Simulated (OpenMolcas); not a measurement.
Cr III: effect of the IPEA shift

```json
{"Program": "OpenMolcas", "Basis": "ANO-RCC-VTZP [6s5p3d2f1g]", "Scalar Hamiltonian": "DKH2, point nucleus", "Active space": "4 electrons in 10 orbitals (3d 4d)", "State averaging": "2S+1 = 5 even, 5 roots; 2S+1 = 3 even, 45 roots; 2S+1 = 1 even, 44 roots", "Spin-orbit coupling": "state interaction with AMFI integrals over the reference wave functions, term energies averaged over their components"}
```

Methods on the same reference wave functions:
A. CASSCF
B. MS-CASPT2, IPEA 0 Eh, imaginary shift 0.1 Eh (closed shells correlated: 3s 3p)
C. MS-CASPT2, IPEA 0.25 Eh, imaginary shift 0.1 Eh (closed shells correlated: 3s 3p)

Energies in cm-1 above 3d4 5D0, the measured ground level; measured values from Sugar and Corliss, J. Phys. Chem. Ref. Data 6, 317 (1977).

```
     Level      A      B      C  Measured
   3d4 5D0    0.0    0.0    0.0       0.0
   3d4 5D1   66.3   67.2   67.0      62.2
   3d4 5D2    197    199    199       183
   3d4 5D3    388    391    390       357
   3d4 5D4    636    637    637       576
   3d4 3H4  19164  17570  17880     17274
   3d4 3H5  19311  17720  18030     17397
   3d4 3H6  19479  17900  18200     17531
3d4 3P0(1)  20674  16730  17260     16771
3d4 3P1(1)  21061  17130  17660     17169
3d4 3P2(1)  21772  17840  18370     17851
3d4 3F2(1)  22017  18590  19100     18452
3d4 3F3(1)  22079  18660  19170     18511
3d4 3F4(1)  22172  18750  19260     18583
   3d4 3G3  24163  21110  21490     20704
   3d4 3G4  24340  21290  21670     20853
   3d4 3G5  24504  21460  21840     20996
   3d4 1I6  28904  26990  27180     26015
3d4 1G4(1)  30301  26330  26630     25139
   3d4 3D3  31432  26170  26710     25726
   3d4 3D2  31479  26220  26760     25781
   3d4 3D1  31528  26270  26810     25848
   3d4 1S0  35264  28140  28810     27372
   3d4 1D2  37842  33460  33700     32152
```

Deviations, from unrounded energies. A percentage is the sum of absolute deviations over the sum of measured energies, with the sign that they share, or ± where signs differ.

```json
{"Against measurement": "mean absolute deviation (cm-1)", "Levels": "23", "A": "3400", "B": "370", "C": "720"}
{"Against measurement": "fine structure of the ground term (%)", "Levels": "4", "A": "+9.3", "B": "+9.9", "C": "+9.8"}
{"Against measurement": "other terms of the ground configuration (%)", "Levels": "19", "A": "+18.9", "B": "±2.0", "C": "+4.0"}
```

B lies closest to measurement on these levels and A furthest from it. The largest miss of B in the table is 3d4 1D2, by +1300 cm-1. The ranking rests on the paired levels alone, and a cruder setting can come out closer through cancelling errors.

Between B and C the level of the table that moves most is 3d4 1S0, by 670 cm-1 (lowest in B, highest in C). Moves below CASPT2's spread within the term are not significant.

The mean deviations of B to C differ by less than CASPT2's widest spread within a term (1100 cm-1), so their order carries little weight.

From A to B the spin-free energies of the other terms of 3d4 shown, above 5D, scale by factors of 0.80 to 0.93, as is usual when dynamic correlation screens the repulsion within a d or f shell.

The lowest spin-free term lies below A's lowest term by 0.359 hartree in B, 0.352 hartree in C.

CASPT2 breaks the degeneracy within a term, and the mean is taken; among the terms shown or strongly mixed into the levels shown the widest spread is 1100 cm-1 (3d4 1I, C). Active for correlation alone: 4d; no level in the range computed is led by a configuration that fills it, so any true level of that kind is missing. The CASPT2 spread within a term exceeds the gap to the next term for 3d4 3D and 3d4 1G(1), so the order of their levels is uncertain (figures for B; the like holds for C). Without dynamic correlation excited terms often stand tens of per cent too high (terms of higher spin than the ground term too low), and those without a measured partner can miss by more than the paired ones (holds for A). Computed and measured levels are paired by configuration, term and J; levels that our copy of the source lacks, or whose pairing is in doubt (as where it misses far off the trend of its configuration), stay unpaired and out of the deviations. Levels of configurations outside the active space are missing. The table leaves out levels that lie high or whose names do not pair safely across all columns.

A number in round brackets counts repeated terms of one configuration in the order of the reference energies.
